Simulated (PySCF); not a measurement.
ClK, charge +1, doublet, geometry from GFN2-xTB (such geometries of metal compounds can be far from the true shape) (a state made from the parent by changing its charge; the spin is typed, not shown lowest), atoms displaced at random by about 0.02 Å a coordinate; PBE/def2-SVP in PySCF.

The PySCF input:
```python
from pyscf import gto, scf, dft
from pyscf.geomopt import geometric_solver

mol = gto.Mole()
mol.atom = '''
    K    -0.00775211   -0.02064618   -1.54381620
    Cl    0.02265056   -0.02326401    1.72247301
'''
mol.basis = 'def2-svp'
mol.charge = 1
mol.spin = 1
mol.verbose = 3
mol.build()

def method(m):
    mf = dft.UKS(m)
    mf.xc = 'pbe'
    return mf

conv, mol_eq = geometric_solver.kernel(method(mol), maxsteps=100, coordsys='dlc')
print('optimisation converged:', conv)
print(mol_eq.tostring(format='xyz'))
mf = method(mol_eq)
mf.kernel()
```

Task: Write the output that PySCF gives for this input, abridged.

Result: 
```
Custom engine selected.
Bonds will be generated from interatomic distances less than 1.20 times sum of covalent radii
1 internal coordinates being used (instead of 6 Cartesians)
Internal coordinate system (atoms numbered from 1):
Distance 1-2
<class 'geometric.internal.Distance'> : 1
> ===== Optimization Info: ====
> Job type: Energy minimization
> Maximum number of optimization cycles: 100
> Initial / maximum trust radius (Angstrom): 0.100 / 0.300
> Convergence Criteria:
> Will converge when all 5 criteria are reached:
>  |Delta-E| < 1.00e-06
>  RMS-Grad  < 3.00e-04
>  Max-Grad  < 4.50e-04
>  RMS-Disp  < 1.20e-03
>  Max-Disp  < 1.80e-03
> === End Optimization Info ===

Geometry optimization cycle 1
Cartesian coordinates (Angstrom)
 Atom        New coordinates             dX        dY        dZ
   K  -0.007752  -0.020646  -1.543816    0.000000  0.000000  0.000000
  Cl   0.022651  -0.023264   1.722473    0.000000  0.000000  0.000000

WARN: Mole.unit (angstrom) is changed to Bohr

converged SCF energy = -1059.25871119467  <S^2> = 0.75174051  2S+1 = 2.0017398
--------------- UKS_Scanner gradients ---------------
         x                y                z
0 K     0.0000016826    -0.0000001488     0.0001979906
1 Cl    -0.0000109311     0.0000007028    -0.0002343419
----------------------------------------------
cycle 1: E = -1059.25871119  dE = -1059.26  norm(grad) = 0.000306984
Step    0 : Gradient = 2.171e-04/2.346e-04 (rms/max) Energy = -1059.2587111947
Hessian Eigenvalues: 2.50736e-02

Geometry optimization cycle 2
Cartesian coordinates (Angstrom)
 Atom        New coordinates             dX        dY        dZ
   K  -0.007773  -0.020644  -1.546098   -0.000021  0.000002 -0.002282
  Cl   0.022672  -0.023266   1.724755    0.000021 -0.000002  0.002282
converged SCF energy = -1059.25871260914  <S^2> = 0.75174081  2S+1 = 2.0017401
--------------- UKS_Scanner gradients ---------------
         x                y                z
0 K     0.0000010837    -0.0000000970     0.0001323374
1 Cl    -0.0000105024     0.0000006674    -0.0001691827
----------------------------------------------
cycle 2: E = -1059.25871261  dE = -1.41446e-06  norm(grad) = 0.000215053
Step    1 : Displace = 2.282e-03/2.282e-03 (rms/max) Trust = 1.000e-01 (=) Grad = 1.521e-04/1.695e-04 (rms/max) E (change) = -1059.2587126091 (-1.414e-06) Quality = 1.517
Hessian Eigenvalues: 7.58510e-03

Geometry optimization cycle 3
Cartesian coordinates (Angstrom)
 Atom        New coordinates             dX        dY        dZ
   K  -0.007822  -0.020640  -1.551358   -0.000049  0.000004 -0.005260
  Cl   0.022721  -0.023270   1.730015    0.000049 -0.000004  0.005260
converged SCF energy = -1059.25871374363  <S^2> = 0.75174149  2S+1 = 2.0017407
--------------- UKS_Scanner gradients ---------------
         x                y                z
0 K    -0.0000002652     0.0000000192    -0.0000149993
1 Cl    -0.0000094389     0.0000005821    -0.0000234940
----------------------------------------------
cycle 3: E = -1059.25871374  dE = -1.1345e-06  norm(grad) = 2.94355e-05
Step    2 : Displace = 5.261e-03/5.261e-03 (rms/max) Trust = 1.414e-01 (+) Grad = 2.081e-05/2.533e-05 (rms/max) E (change) = -1059.2587137436 (-1.134e-06) Quality = 0.757
Hessian Eigenvalues: 7.36932e-03

Geometry optimization cycle 4
Cartesian coordinates (Angstrom)
 Atom        New coordinates             dX        dY        dZ
   K  -0.007824  -0.020640  -1.551512   -0.000001  0.000000 -0.000154
  Cl   0.022722  -0.023270   1.730169    0.000001 -0.000000  0.000154
converged SCF energy = -1059.25871373316  <S^2> = 0.7517415  2S+1 = 2.0017407
--------------- UKS_Scanner gradients ---------------
         x                y                z
0 K    -0.0000003026     0.0000000225    -0.0000191325
1 Cl    -0.0000094069     0.0000005795    -0.0000194169
----------------------------------------------
cycle 4: E = -1059.25871373  dE = 1.04749e-08  norm(grad) = 2.88442e-05
Step    3 : Displace = 1.540e-04/1.540e-04 (rms/max) Trust = 2.000e-01 (+) Grad = 2.040e-05/2.158e-05 (rms/max) E (change) = -1059.2587137332 (+1.047e-08) Quality = -8.388
Hessian Eigenvalues: 7.36932e-03
Converged! =D

optimisation converged: True
2
XYZ from PySCF
K          -0.00782374       -0.02064001       -1.55151208
Cl          0.02272219       -0.02327018        1.73016889

converged SCF energy = -1059.25871373303  <S^2> = 0.7517415  2S+1 = 2.0017407
```
